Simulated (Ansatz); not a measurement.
`[CH3][Mo]([NH2])(=[O])=[O]` + `CO[Si]Cl` → `[CH3][Mo](=[O])(=[O])[Cl]` + `CO[Si]N`  (redistribution)

Gas-phase electronic energies from Ansatz, PBE0-D4/def2-TZVP geometries. CCSD(T)/CBS is the MP2 limit (def2-TZVPP, def2-QZVPP) plus CCSD(T) − MP2 in def2-TZVPP, frozen cores. DFT in def2-TZVPP. B3LYP here is the variant with VWN-RPA as its local correlation; programs differ in this. Elements past krypton have def2 core potentials. For Mo outer-core shells are correlated without core-valence functions, which leaves a few kJ/mol of doubt a bond. Each species was taken in one conformer, which may not be the lowest.

CCSD(T)/CBS gives -16.9 kJ/mol.

Question: Another level gave -16.6 kJ/mol. Which?
A. B3LYP-D4/def2-TZVPP
B. r2SCAN/def2-TZVPP
C. MP2/def2-TZVPP
D. PBE-QIDH/def2-TZVPP

Answer: B. r2SCAN -16.6, B3LYP-D4 -8.9, MP2/def2-TZVPP -31.3, PBE-QIDH -22.7 kJ/mol.

Largest T1 diagnostic among the species: 0.025, so the coupled-cluster value is less sure than usual.

At CCSD(T), def2-SVP lies +3.3 kJ/mol from the extrapolated value and def2-TZVPP +0.5 kJ/mol. From PBE to PBE0 (25 % exact exchange), in def2-TZVPP and without D4, ΔE moves by −3.8 kJ/mol.
